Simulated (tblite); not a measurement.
A geometry optimisation, step by step.

Species: C5H13Si2 (doublet state).
Bonds: C1–C2 (double), C2–C3, C2–C4, C4–Si5, C4–C6, C6–Si7. Hydrogens: H8, H9 on C1; H10, H11, H12 on C3; H13, H14, H15 on Si5; H16, H17 on C6; H18, H19, H20 on Si7.
Bond orders are those of one Lewis drawing.

Computed with GFN2-xTB (tblite), gas phase: L-BFGS steps from a force-field or distance-geometry start until the largest atomic force falls under 0.01 eV/Å. 10 of its 165 geometries are shown.

Step 0: E = -562.8500 eV, largest atomic force 2.207 eV/Å
```
atom  x, y, z in Å  |  force x, y, z in eV/Å
C1     -0.201   -1.406    1.176   -0.127  -0.247  -0.111
C2     -0.625   -0.657    0.143    0.875   0.637  -0.135
C3     -1.799   -1.148   -0.639   -0.332   0.429  -0.327
C4     -0.004    0.612   -0.279   -0.384  -1.241   1.784
Si5    -1.218    1.966   -0.378   -1.380   1.124  -0.919
C6      1.318    0.927    0.317    0.266   0.747   0.504
Si7     2.480   -0.454   -0.181    0.415  -1.414  -0.054
H8     -0.763   -2.312    1.372    0.354   0.130   0.285
H9      0.631   -1.156    1.812   -0.221  -0.073   0.037
H10    -1.508   -1.082   -1.700   -0.438  -0.304   0.320
H11    -2.093   -2.181   -0.351    0.158   0.848  -0.319
H12    -2.620   -0.424   -0.468    0.149  -0.718  -0.201
H13    -2.155    2.061    0.783    0.334  -0.058  -0.177
H14    -0.643    3.306   -0.593    0.119  -0.234   0.121
H15    -2.093    1.705   -1.559    0.157   0.134   0.241
H16     1.317    0.966    1.452   -0.193   0.115  -1.170
H17     1.706    1.901   -0.057   -0.436  -0.475   0.374
H18     1.710   -1.506   -0.904    0.383   0.330   0.077
H19     2.972   -1.099    1.058    0.128   0.115  -0.224
H20     3.584   -0.009   -1.007    0.170   0.155  -0.106
```

Step 18: E = -563.4079 eV, largest atomic force 0.152 eV/Å
```
atom  x, y, z in Å  |  force x, y, z in eV/Å
C1     -0.204   -1.495    1.207   -0.012  -0.012  -0.049
C2     -0.696   -0.668    0.258    0.073  -0.018  -0.045
C3     -1.846   -1.109   -0.613    0.036   0.003   0.085
C4     -0.136    0.615    0.012   -0.061   0.074  -0.073
Si5    -1.274    2.020   -0.462   -0.036   0.061  -0.004
C6      1.291    0.879    0.351   -0.046  -0.027  -0.009
Si7     2.524   -0.501   -0.195    0.016   0.046  -0.006
H8     -0.620   -2.474    1.366    0.018  -0.028   0.064
H9      0.562   -1.165    1.887   -0.017  -0.127   0.003
H10    -1.542   -1.048   -1.660   -0.125   0.001   0.087
H11    -2.133   -2.135   -0.387    0.062  -0.003  -0.001
H12    -2.722   -0.479   -0.466    0.064   0.045  -0.020
H13    -2.225    2.199    0.652    0.022   0.035  -0.039
H14    -0.510    3.256   -0.644    0.076  -0.029   0.027
H15    -2.083    1.823   -1.669    0.057  -0.078  -0.064
H16     1.404    0.996    1.432   -0.003  -0.050   0.063
H17     1.590    1.838   -0.077   -0.004  -0.009  -0.012
H18     1.865   -1.523   -1.008    0.002   0.056   0.011
H19     3.138   -1.122    0.986   -0.054   0.013  -0.026
H20     3.612    0.104   -0.975   -0.068   0.046   0.007
```

Step 36: E = -563.5033 eV, largest atomic force 0.199 eV/Å
```
atom  x, y, z in Å  |  force x, y, z in eV/Å
C1     -0.162   -1.621    1.153   -0.055   0.025   0.113
C2     -0.706   -0.707    0.309    0.002  -0.035   0.041
C3     -1.944   -1.108   -0.456    0.091   0.074  -0.019
C4     -0.155    0.579    0.095   -0.160   0.055  -0.091
Si5    -1.164    1.983   -0.624   -0.056   0.066   0.117
C6      1.244    0.886    0.495   -0.146  -0.041  -0.040
Si7     2.495   -0.374   -0.242    0.102   0.055  -0.018
H8     -0.627   -2.581    1.292    0.066  -0.043  -0.006
H9      0.664   -1.394    1.799    0.067  -0.005  -0.014
H10    -1.748   -1.017   -1.522   -0.064   0.035  -0.056
H11    -2.208   -2.147   -0.251   -0.012   0.192   0.052
H12    -2.785   -0.461   -0.209    0.028  -0.063   0.011
H13    -2.237    2.373    0.320    0.058  -0.117  -0.143
H14    -0.253    3.138   -0.698   -0.089  -0.050  -0.137
H15    -1.769    1.692   -1.934    0.076   0.036   0.091
H16     1.359    0.901    1.581   -0.029  -0.171   0.047
H17     1.491    1.895    0.164    0.073  -0.027  -0.009
H18     1.868   -1.326   -1.161   -0.013   0.068   0.070
H19     3.123   -1.086    0.874    0.061  -0.035  -0.052
H20     3.508    0.385   -0.986    0.000  -0.020   0.044
```

Step 55: E = -563.6141 eV, largest atomic force 0.117 eV/Å
```
atom  x, y, z in Å  |  force x, y, z in eV/Å
C1     -0.129   -1.720    1.077   -0.037  -0.026   0.038
C2     -0.747   -0.729    0.380    0.017  -0.007  -0.021
C3     -2.093   -1.018   -0.222   -0.058   0.012   0.012
C4     -0.177    0.546    0.169    0.016  -0.018   0.029
Si5    -0.995    1.872   -0.869    0.000  -0.022   0.056
C6      1.173    0.815    0.719    0.022   0.001  -0.039
Si7     2.501   -0.155   -0.289    0.006   0.025  -0.014
H8     -0.585   -2.688    1.189   -0.054  -0.032  -0.010
H9      0.822   -1.602    1.562    0.024   0.012  -0.002
H10    -2.067   -0.876   -1.299   -0.018  -0.006  -0.022
H11    -2.404   -2.037   -0.009    0.030  -0.040  -0.024
H12    -2.844   -0.349    0.189   -0.051   0.105  -0.004
H13    -2.243    2.344   -0.248    0.013  -0.043  -0.009
H14    -0.069    3.007   -0.953   -0.006  -0.017  -0.007
H15    -1.304    1.425   -2.236    0.013  -0.017   0.032
H16     1.243    0.495    1.759   -0.004   0.023   0.034
H17     1.399    1.878    0.689    0.006   0.028  -0.021
H18     1.827   -0.955   -1.309    0.042  -0.007  -0.037
H19     3.257   -1.037    0.600    0.032  -0.017   0.046
H20     3.429    0.794   -0.900    0.005   0.045  -0.036
```

Step 73: E = -563.6324 eV, largest atomic force 0.046 eV/Å
```
atom  x, y, z in Å  |  force x, y, z in eV/Å
C1     -0.181   -1.773    1.067   -0.015  -0.009   0.003
C2     -0.773   -0.747    0.399    0.004   0.007   0.025
C3     -2.151   -0.961   -0.165   -0.012  -0.015  -0.001
C4     -0.167    0.510    0.191    0.028  -0.021  -0.022
Si5    -0.956    1.804   -0.901   -0.010   0.022   0.003
C6      1.179    0.784    0.745    0.033  -0.021  -0.025
Si7     2.552   -0.075   -0.307   -0.009  -0.003  -0.011
H8     -0.683   -2.717    1.184    0.004  -0.008   0.008
H9      0.801   -1.705    1.497    0.006   0.004  -0.006
H10    -2.147   -0.821   -1.243   -0.010  -0.005  -0.029
H11    -2.504   -1.966    0.049   -0.012  -0.025   0.015
H12    -2.854   -0.249    0.262   -0.015   0.015   0.008
H13    -2.241    2.254   -0.349    0.003   0.000  -0.018
H14    -0.052    2.954   -0.985    0.009   0.012   0.011
H15    -1.177    1.294   -2.261   -0.018   0.019  -0.011
H16     1.263    0.424    1.771   -0.005   0.012   0.014
H17     1.374    1.855    0.752   -0.003  -0.010   0.016
H18     1.946   -0.870   -1.374    0.003  -0.006   0.022
H19     3.358   -0.943    0.556    0.000   0.012   0.004
H20     3.408    0.958   -0.890    0.017   0.021  -0.005
```

Step 91: E = -563.6355 eV, largest atomic force 0.018 eV/Å
```
atom  x, y, z in Å  |  force x, y, z in eV/Å
C1     -0.197   -1.783    1.066   -0.003  -0.006  -0.008
C2     -0.783   -0.757    0.392    0.003   0.003   0.010
C3     -2.171   -0.960   -0.153    0.000  -0.002   0.001
C4     -0.161    0.491    0.167   -0.001  -0.002   0.003
Si5    -0.949    1.800   -0.910    0.012   0.012  -0.007
C6      1.181    0.764    0.733   -0.012  -0.003   0.006
Si7     2.580   -0.056   -0.310   -0.011  -0.013   0.006
H8     -0.711   -2.717    1.206    0.002  -0.007  -0.001
H9      0.795   -1.724    1.474    0.007   0.001  -0.001
H10    -2.181   -0.841   -1.234    0.003   0.003  -0.005
H11    -2.538   -1.955    0.087    0.000  -0.004   0.006
H12    -2.857   -0.228    0.270   -0.008   0.003  -0.003
H13    -2.239    2.248   -0.369    0.002  -0.003   0.006
H14    -0.038    2.948   -0.957   -0.003   0.009  -0.005
H15    -1.171    1.324   -2.283    0.002  -0.002   0.003
H16     1.257    0.395    1.757   -0.005  -0.006   0.004
H17     1.363    1.838    0.762    0.007   0.005  -0.004
H18     1.996   -0.880   -1.366    0.004  -0.012   0.003
H19     3.410   -0.892    0.563   -0.005   0.013  -0.002
H20     3.409    0.999   -0.896    0.004   0.009  -0.011
```

Step 109: E = -563.6382 eV, largest atomic force 0.057 eV/Å
```
atom  x, y, z in Å  |  force x, y, z in eV/Å
C1     -0.197   -1.792    1.034    0.027   0.000  -0.014
C2     -0.788   -0.755    0.380    0.005  -0.017  -0.005
C3     -2.182   -0.954   -0.153    0.002   0.017   0.006
C4     -0.164    0.494    0.166    0.028  -0.044  -0.022
Si5    -0.940    1.815   -0.907   -0.037  -0.017   0.030
C6      1.179    0.751    0.737   -0.009  -0.001   0.026
Si7     2.588   -0.061   -0.299   -0.033  -0.007   0.017
H8     -0.712   -2.728    1.171    0.029   0.040  -0.009
H9      0.806   -1.741    1.417   -0.036  -0.026   0.012
H10    -2.192   -0.877   -1.239    0.012   0.003   0.005
H11    -2.567   -1.932    0.128    0.006   0.017  -0.010
H12    -2.850   -0.192    0.241   -0.035   0.009   0.000
H13    -2.227    2.259   -0.349    0.008  -0.004  -0.021
H14    -0.042    2.973   -0.954    0.023  -0.017   0.003
H15    -1.165    1.339   -2.280   -0.002   0.007   0.014
H16     1.251    0.363    1.754   -0.026   0.002   0.024
H17     1.369    1.823    0.787    0.004   0.016  -0.018
H18     2.031   -1.002   -1.270    0.001   0.005   0.014
H19     3.481   -0.778    0.620    0.010   0.035  -0.041
H20     3.318    1.004   -0.988    0.022  -0.018  -0.014
```

Step 128: E = -563.6525 eV, largest atomic force 0.071 eV/Å
```
atom  x, y, z in Å  |  force x, y, z in eV/Å
C1     -0.216   -1.847    0.940    0.021  -0.002   0.006
C2     -0.801   -0.769    0.351   -0.007  -0.006   0.011
C3     -2.208   -0.914   -0.164   -0.015  -0.014  -0.018
C4     -0.159    0.476    0.171    0.014  -0.018   0.012
Si5    -0.919    1.823   -0.880    0.044   0.018   0.032
C6      1.171    0.718    0.777   -0.009  -0.005   0.014
Si7     2.604   -0.042   -0.259    0.000  -0.063  -0.033
H8     -0.732   -2.787    1.026   -0.032   0.036   0.015
H9      0.794   -1.831    1.308    0.005   0.000   0.029
H10    -2.209   -0.937   -1.252   -0.018   0.019  -0.024
H11    -2.659   -1.834    0.198    0.009  -0.013  -0.003
H12    -2.826   -0.077    0.155    0.012  -0.033  -0.008
H13    -2.184    2.312   -0.313   -0.014  -0.006  -0.006
H14     0.018    2.951   -0.902    0.012  -0.004  -0.033
H15    -1.167    1.367   -2.255   -0.001   0.010   0.020
H16     1.222    0.305    1.787   -0.002  -0.006  -0.036
H17     1.358    1.790    0.851    0.012  -0.001   0.026
H18     2.179   -1.302   -0.871   -0.001   0.022   0.013
H19     3.740   -0.295    0.635   -0.026   0.041  -0.018
H20     2.989    0.903   -1.308   -0.005   0.022   0.001
```

Step 146: E = -563.6756 eV, largest atomic force 0.053 eV/Å
```
atom  x, y, z in Å  |  force x, y, z in eV/Å
C1     -0.299   -1.864    1.000   -0.003   0.005   0.007
C2     -0.822   -0.788    0.353    0.040   0.003   0.002
C3     -2.197   -0.916   -0.247    0.001  -0.007   0.005
C4     -0.148    0.444    0.197    0.021   0.008   0.019
Si5    -0.864    1.828   -0.837    0.024   0.027   0.017
C6      1.183    0.661    0.811   -0.009  -0.001   0.015
Si7     2.598    0.003   -0.307    0.021  -0.001   0.024
H8     -0.839   -2.793    1.063   -0.022   0.024   0.018
H9      0.669   -1.854    1.468    0.013  -0.004  -0.021
H10    -2.151   -0.871   -1.333    0.018   0.008  -0.011
H11    -2.653   -1.860    0.038   -0.007  -0.046  -0.003
H12    -2.842   -0.109    0.095    0.001   0.021  -0.002
H13    -2.072    2.385   -0.209    0.000  -0.002  -0.021
H14     0.143    2.892   -0.924   -0.012  -0.002   0.001
H15    -1.196    1.392   -2.199   -0.009  -0.001   0.007
H16     1.262    0.176    1.785   -0.011   0.007  -0.010
H17     1.370    1.726    0.958   -0.049  -0.010   0.006
H18     2.379   -1.414   -0.590    0.014  -0.006  -0.001
H19     3.855    0.200    0.425   -0.027  -0.027  -0.037
H20     2.617    0.773   -1.550   -0.002   0.004  -0.016
```

Step 164: E = -563.6783 eV, largest atomic force 0.009 eV/Å
```
atom  x, y, z in Å  |  force x, y, z in eV/Å
C1     -0.302   -1.855    1.023   -0.002   0.002   0.002
C2     -0.815   -0.787    0.354    0.001   0.005  -0.002
C3     -2.179   -0.926   -0.269   -0.001  -0.002   0.001
C4     -0.146    0.446    0.201    0.005   0.001   0.000
Si5    -0.862    1.837   -0.824   -0.003   0.002   0.003
C6      1.182    0.665    0.818    0.001  -0.001   0.001
Si7     2.585   -0.002   -0.313   -0.009  -0.001  -0.001
H8     -0.855   -2.775    1.107   -0.004   0.000  -0.006
H9      0.666   -1.846    1.488    0.003   0.001   0.007
H10    -2.111   -0.857   -1.353    0.001   0.001   0.000
H11    -2.625   -1.884   -0.014    0.004  -0.006   0.005
H12    -2.842   -0.134    0.076   -0.001   0.003  -0.003
H13    -2.064    2.401   -0.192    0.003  -0.006  -0.004
H14     0.147    2.897   -0.923   -0.003  -0.001   0.005
H15    -1.213    1.402   -2.182    0.001   0.002  -0.006
H16     1.262    0.178    1.790    0.001  -0.001   0.002
H17     1.361    1.730    0.968    0.003  -0.001  -0.001
H18     2.373   -1.426   -0.569   -0.002  -0.002  -0.001
H19     3.858    0.203    0.382    0.006  -0.002   0.002
H20     2.574    0.744   -1.571   -0.003   0.005  -0.003
```

Q: Summarise the path.

A: The energy falls by 79.92 kJ/mol from step 0 to step 164; nine tenths of that is first reached at step 48. It rises by more than 0.2 meV at step 133. The largest force goes from 2.207 to 0.009 eV/Å. Among the bonds C2–C4 changes most, from 1.475 to 1.412 Å; the atoms move by 0.858 Å rms after alignment.

What follows is the cost of the whole relaxation. Hardware: an Arm Neoverse V2 with one thread, no GPU, shared host with 32 logical CPUs at a one-minute load of 11. Cost: 1.1 s of wall time.
